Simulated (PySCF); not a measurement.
# Two-component Hartree-Fock for Si²⁺ (silicon, charge +2)

Start: [Ne] 3p2; 3p3/2 filled at m_j = +1/2, +3/2. Calculated with PySCF 2.14 in x2c-SVPall-2c with one added diffuse shell each of s, p type (5s5p1d, 25 functions): generalised Hartree-Fock with the X2C-1e Hamiltonian and a Gaussian nucleus; one run each with spin-orbit coupling (SO) switched off, then screened by Boettger's factors. This is a chosen level, not necessarily the ground level.

```csv
spinor shell,electrons,"ε, spin-free (eV)","ε, screened SO (eV)",weight of nominal j (screened SO),"rms radius, screened SO (bohr)"
1s1/2,2,-1900.6,-1900.6,1.000,0.129
2s1/2,2,-191.86,-191.87,1.000,0.614
2p1/2,2,-140.06,-140.60,0.809,0.595
2p3/2,4,-140.06,-139.80,0.904,0.596
3p3/2,2,-25.857,-25.850,0.825,2.43
```

| quantity | spin-free | screened SO |
| --- | --- | --- |
| E (hartree) | -287.93853 | -287.93805 |
| M_J | 2 | 2 |
| ⟨J²⟩ | 6.000 | 6.000 |
| ⟨L²⟩ | 2.000 | 2.001 |
| ⟨S²⟩ | 2.000 | 1.999 |

Each row is a mean over spinors that exchange with the open shell spreads, by up to 1.303 eV (2p3/2).

Rows whose weight is well below 1 are mixtures of j = l ± 1/2: exchange outweighs spin-orbit coupling there, and the label is only the starting occupation.

Without spin-orbit coupling the j labels of p, d and f shells carry no meaning; the spin-free column gives the mean over the occupied spinors of each nl shell.
